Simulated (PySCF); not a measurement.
Compound: C₄H₇N₃.
Numbering: `[CH3:1][CH2:2][n:3]1[cH:4][n:5][n:6][cH:7]1`

Geometry (GFN2-xTB, Å), atoms numbered from 1 in this order:
```
atom  x, y, z in Å
C1    -1.7875   -0.1713    0.3293
C2    -0.7513    0.4218   -0.6230
N3     0.5881    0.1133   -0.1978
C4     1.3809    0.8054    0.6660
N5     2.5049    0.1839    0.8536
N6     2.4792   -0.9392    0.1191
C7     1.3400   -0.9802   -0.5015
H8    -1.6540    0.2268    1.3328
H9    -2.7875    0.0771   -0.0152
H10   -1.6902   -1.2539    0.3699
H11   -0.8930    0.0196   -1.6302
H12   -0.8567    1.5096   -0.6632
H13    1.1033    1.7390    1.1103
H14    1.0232   -1.7522   -1.1721
```

NICS = −σ at a ghost point: NICS(0) at the centroid of the ring atoms, NICS(1) 1 Å to either side along the normal of their mean plane, zz for the tensor component along that normal. Level: GIAO PBE0/pcSseg-1 (PySCF, non-relativistic, gas phase) on the GFN2-xTB geometry, one conformer.

Ring bond lengths (Å), with Mayer bond orders in brackets: N3–C4 1.361 (1.15), C4–N5 1.298 (1.63), N5–N6 1.342 (1.23), N6–C7 1.298 (1.63), C7–N3 1.361 (1.15).

**Question.** Give the NICS values of each ring in ppm.

**Answer.** 
```tsv
ring	type	NICS(0)	NICS(1), two faces	NICS(1)zz, two faces	rms pucker (Å)	centre to ring atoms, mean (Å)
N3–C4–N5–N6–C7	5-membered ring with 3 N; formal bonds all aromatic	-12.0	-11.5 / -11.7	-30.8 / -31.9	0.00	1.13
```

**Question.** What do they say, and how far can they be read as aromaticity?

**Answer.** 
- N3–C4–N5–N6–C7: mean NICS(1)zz -31.4 ppm, shielded. The ring is flat and has no four-coordinate atom; by the NICS criterion it is aromatic.

**Question.** How equal are the bonds by HOMA? HOMA = 1 − mean of α(R − Ropt)² over the ring bonds, with Krygowski's 1993 parameters (CN: Ropt 1.334 Å, α 93.52 Å⁻²; NN: Ropt 1.309 Å, α 130.33 Å⁻²).

**Answer.** 
- N3–C4–N5–N6–C7: HOMA 0.89; the largest term is that of N5–N6, α(R − Ropt)² = 0.14. The geometric and the magnetic index point the same way.

**Question.** At the first NICS(1) probe listed for ring N3–C4–N5–N6–C7, 1 Å off the ring, what do the in-plane components average?

**Answer.** The isotropic value is a third of the trace: (3 × -11.5 − (-30.8))/2 = -1.8 ppm.

**Question.** What are the shieldings of the ring atoms and their hydrogens in the same run (means over atoms taken as equivalent)?

**Answer.** 
```
   atoms                          environment  σ isotropic (ppm)  principal values of the symmetric part, first atom (ppm)
      N3                pyrrole-type nitrogen               62.6                                        -38.7, 61.7, 164.8
 C4 (×2)  aromatic CH next to a ring nitrogen               41.9                                        -49.6, 66.3, 108.9
 N5 (×2)               pyridine-type nitrogen             -103.6                                     -357.0, -133.3, 179.1
H13 (×2)                    aromatic hydrogen              23.88                                          21.4, 23.0, 27.3
```

The run took 15 s on Arm Neoverse V1, one thread, shared host with 32 logical CPUs at a one-minute load of 23, and the process peaked at 0.71 GiB of memory. This is the whole shielding run at PBE0/pcSseg-1, SCF included.
